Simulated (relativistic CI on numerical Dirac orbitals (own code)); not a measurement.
**Calculated levels, Dy⁴⁸⁺**

Computed by Dirac-Coulomb-Breit CI, separate exchange-only KLI orbitals for each configuration, a model potential for QED, unscaled Slater integrals (own radial code, finite nucleus).

Configurations in the expansion (outside the closed core [Ne]): 3s²3p⁶, 3s²3p⁵3d, 3s3p⁶3d, 3s²3p⁵4s, 3s²3p⁵4p, 3s²3p⁵4d, 3p⁶3d4p, 3s3p⁶4s, 3s²3p⁵4f, 3s3p⁶4p, 3s3p⁶4d, 3s3p⁶4f, 3s²3p⁵5s, 3s²3p⁵5p, 3s²3p⁵5d, 3s²3p⁵5f, 3s²3p⁵5g, 3s3p⁶5s, 3s3p⁶5p, 3s3p⁶5d, 3s3p⁶5f, 3p⁶3d², 3p⁵3d³, 3p⁵3d²4s, 3p⁵3d²4p, 3p⁵3d²4d, 3p⁶3d4s, 3p⁵3d4s², 3p⁵3d4s4p, 3p⁵3d4s4d, 3p⁶4s², 3p⁵4s²4p, 3p⁵4s²4d. Double excitations out of closed p, d and f shells are left out; levels of such configurations are missing from the list, as are those of other unlisted configurations, and high levels can miss mixing partners. These lack a partner that the ground configuration has and come out too high: 3s²3p⁵4f, 3s²3p⁵5s, 3s²3p⁵5p, 3s²3p⁵5d, 3s²3p⁵5f.

```csv
No.,Configuration,Term,J,E (10³ cm⁻¹),%,Next component (%),Lifetime (s),jj configuration (%)
1,3s²3p⁶,¹S,0,0.0,100,,,closed (100)
2,3s²3p⁵3d,³P°,0,1646.4,100,,,3p3/2^3 3d3/2 (100)
3,3s²3p⁵3d,³P°,1,1719.3,72,27 ³D°,3.51e-10,3p3/2^3 3d3/2 (94)
4,3s²3p⁵3d,³F°,3,1757.4,57,36 ¹F°,3.29e-01,3p3/2^3 3d3/2 (100)
5,3s²3p⁵3d,³D°,2,1785.9,53,19 ³F°,3.51e-04,3p3/2^3 3d3/2 (99)
6,3s²3p⁵3d,³F°,4,2072.5,100,,2.80e-06,3p3/2^3 3d5/2 (100)
7,3s²3p⁵3d,¹D°,2,2110.7,47,44 ³P°,1.64e-06,3p3/2^3 3d5/2 (99)
8,3s²3p⁵3d,³D°,3,2192.9,69,29 ¹F°,1.37e-06,3p3/2^3 3d5/2 (100)
9,3s²3p⁵3d,¹P°,1,2395.1,46,36 ³D°,1.71e-12,3p3/2^3 3d5/2 (90)
10,3s²3p⁵3d,³F°,2,3337.5,72,23 ¹D°,1.41e-08,3p1/2 3p3/2^4 3d3/2 (100)
11,3s²3p⁵3d,¹P°,1,3622.9,53,37 ³D°,4.33e-13,3p1/2 3p3/2^4 3d3/2 (96)
12,3s²3p⁵3d,³P°,2,3714.5,43,39 ³D°,1.40e-08,3p1/2 3p3/2^4 3d5/2 (100)
13,3s²3p⁵3d,³F°,3,3749.2,41,35 ¹F°,1.30e-08,3p1/2 3p3/2^4 3d5/2 (100)
14,3s3p⁶3d,³D,1,4826.3,100,,5.22e-13,3s 3d3/2 (100)
15,3s3p⁶3d,³D,2,4870.4,76,24 ¹D,5.14e-13,3s 3d3/2 (97)
16,3s3p⁶3d,³D,3,5193.0,100,,5.20e-13,3s 3d5/2 (100)
17,3s3p⁶3d,¹D,2,5295.7,76,24 ³D,5.33e-13,3s 3d5/2 (97)
18,3p⁶3d²,³F,2,9772.6,76,21 ¹D,,3d3/2^2 (99)
19,3p⁶3d²,³P,0,9939.2,74,26 ¹S,,3d3/2^2 (98)
20,3p⁶3d²,³F,3,10112.5,100,,,3d3/2 3d5/2 (100)
21,3p⁶3d²,³P,2,10193.0,49,32 ¹D,,3d3/2 3d5/2 (99)
22,3p⁶3d²,¹G,4,10210.4,63,37 ³F,,3d3/2 3d5/2 (96)
23,3p⁶3d²,³P,1,10225.4,100,,,3d3/2 3d5/2 (100)
24,3p⁶3d²,³F,4,10517.2,63,37 ¹G,,3d5/2^2 (96)
25,3p⁶3d²,³P,2,10576.6,48,47 ¹D,,3d5/2^2 (100)
26,3p⁶3d²,¹S,0,10760.9,74,26 ³P,,3d5/2^2 (98)
27,3p⁵3d³,³D°,2,11424.9,26,23 ⁵F°,,3p3/2^3 3d3/2^3 (94)
28,3p⁵3d³,⁵D°,1,11451.1,32,22 ⁵F°,,3p3/2^3 3d3/2^3 (89)
29,3p⁵3d³,⁵D°,0,11485.4,60,35 ³P°,,3p3/2^3 3d3/2^3 (91)
30,3p⁵3d³,³F°,3,11504.0,24,18 ³G°,,3p3/2^3 3d3/2^3 (94)
31,3p⁵3d³,⁵F°,3,11706.2,37,28 ⁵D°,,3p3/2^3 3d3/2^2 3d5/2 (93)
32,3p⁵3d³,⁵G°,4,11744.1,36,29 ⁵F°,,3p3/2^3 3d3/2^2 3d5/2 (94)
33,3p⁵3d³,⁵S°,2,11753.0,34,21 ³P°,,3p3/2^3 3d3/2^2 3d5/2 (93)
34,3p⁵3d³,³F°,2,11772.1,40,36 ⁵D°,,3p3/2^3 3d3/2^2 3d5/2 (94)
35,3p⁵3d³,⁵D°,1,11788.0,40,35 ³D°,,3p3/2^3 3d3/2^2 3d5/2 (95)
36,3p⁵3d³,³G°,5,11803.6,28,28 ³H°,,3p3/2^3 3d3/2^2 3d5/2 (92)
37,3p⁵3d³,³G°,3,11810.4,42,29 ³F°,,3p3/2^3 3d3/2^2 3d5/2 (95)
38,3p⁵3d³,³H°,6,11818.9,44,22 ³I°,,3p3/2^3 3d3/2^2 3d5/2 (97)
39,3p⁵3d³,³F°,4,11819.6,33,18 ³G°,,3p3/2^3 3d3/2^2 3d5/2 (95)
40,3p⁵3d³,³P°,0,11822.1,45,30 ⁵D°,,3p3/2^3 3d3/2^2 3d5/2 (89)
41,3p⁵3d³,³G°,4,11864.5,35,17 ¹G°,,3p3/2^3 3d3/2^2 3d5/2 (94)
42,3p⁵3d³,³G°,3,11877.6,24,21 ⁵D°,,3p3/2^3 3d3/2^2 3d5/2 (93)
43,3p⁵3d³,³D°,2,11879.5,32,24 ¹D°,,3p3/2^3 3d3/2^2 3d5/2 (95)
44,3p⁵3d³,³S°,1,11884.9,35,25 ³P°,,3p3/2^3 3d3/2^2 3d5/2 (95)
45,3p⁵3d³,³G°,5,11924.0,33,28 ¹H°,,3p3/2^3 3d3/2^2 3d5/2 (94)
46,3p⁵3d³,⁵D°,4,11990.7,43,25 ³F°,,3p3/2^3 3d3/2^2 3d5/2 (82)
47,3p⁵3d³,³P°,2,12026.3,32,20 ³D°,,3p3/2^3 3d3/2^2 3d5/2 (89)
48,3p⁵3d³,³G°,4,12083.1,30,26 ⁵F°,,3p3/2^3 3d3/2 3d5/2^2 (90)
49,3p⁵3d³,³D°,3,12083.4,33,20 ⁵P°,,3p3/2^3 3d3/2^2 3d5/2 (81)
50,3p⁵3d³,³D°,1,12086.4,34,23 ³P°,,3p3/2^3 3d3/2^2 3d5/2 (88)
51,3p⁵3d³,³F°,2,12110.1,36,17 ³P°,,3p3/2^3 3d3/2^2 3d5/2 (77)
52,3p⁵3d³,⁵G°,5,12110.9,31,25 ⁵F°,,3p3/2^3 3d3/2 3d5/2^2 (90)
53,3p⁵3d³,³F°,2,12119.8,42,26 ³D°,,3p3/2^3 3d3/2 3d5/2^2 (87)
54,3p⁵3d³,³G°,3,12132.3,62,20 ¹F°,,3p3/2^3 3d3/2^2 3d5/2 (90)
55,3p⁵3d³,⁵G°,6,12134.5,53,26 ³I°,,3p3/2^3 3d3/2 3d5/2^2 (93)
56,3p⁵3d³,³G°,3,12179.2,26,22 ³D°,,3p3/2^3 3d3/2 3d5/2^2 (94)
57,3p⁵3d³,³G°,5,12184.9,31,30 ³H°,,3p3/2^3 3d3/2 3d5/2^2 (93)
58,3p⁵3d³,³P°,1,12189.8,64,14 ⁵D°,,3p3/2^3 3d3/2 3d5/2^2 (92)
59,3p⁵3d³,³I°,7,12191.6,100,,,3p3/2^3 3d3/2 3d5/2^2 (100)
60,3p⁵3d³,³D°,2,12191.9,31,19 ³P°,,3p3/2^3 3d3/2 3d5/2^2 (90)
61,3p⁵3d³,³F°,4,12204.3,44,24 ³G°,,3p3/2^3 3d3/2 3d5/2^2 (91)
62,3p⁵3d³,³D°,3,12231.0,39,19 ³F°,,3p3/2^3 3d3/2 3d5/2^2 (90)
63,3p⁵3d³,³F°,4,12272.3,48,20 ³H°,,3p3/2^3 3d3/2 3d5/2^2 (95)
64,3p⁵3d³,³F°,3,12274.9,43,31 ³D°,,3p3/2^3 3d3/2 3d5/2^2 (93)
65,3p⁵3d³,³D°,1,12275.0,60,13 ³P°,,3p3/2^3 3d3/2 3d5/2^2 (88)
66,3p⁵3d³,³H°,6,12280.4,68,25 ¹I°,,3p3/2^3 3d3/2 3d5/2^2 (100)
67,3p⁵3d³,³G°,5,12291.6,71,13 ¹H°,,3p3/2^3 3d3/2 3d5/2^2 (97)
68,3p⁵3d³,¹G°,4,12291.8,38,23 ³G°,,3p3/2^3 3d3/2 3d5/2^2 (92)
69,3p⁵3d³,³P°,0,12316.5,79,18 ⁵D°,,3p3/2^3 3d3/2 3d5/2^2 (92)
70,3p⁵3d³,³D°,1,12328.9,49,27 ¹P°,,3p3/2^3 3d3/2^2 3d5/2 (71)
```

Energies count from the lowest computed level; ° marks odd parity; lifetimes are radiative, by E1, M1, E2, M2, E3 decay to levels of this space only; some are left blank where a channel outside the calculation adds to the decay or the decay crosses a small, uncertain gap. Filled j subshells are mostly left out of the jj labels.

The mean weight of the leading LS term, summed over parents, in these 70 levels is 53 %, and that of the leading jj configuration (from the same eigenvectors) 94 %, so jj coupling describes them better and the LS labels are nominal.

At this charge energies of transitions that change n are usually good to better than 1 %, and those within a shell (Δn = 0) to a few per cent.

LS names give the leading component of a level, which can be under half, so a name can repeat, a term be missing and a line seem to break the LS rules.
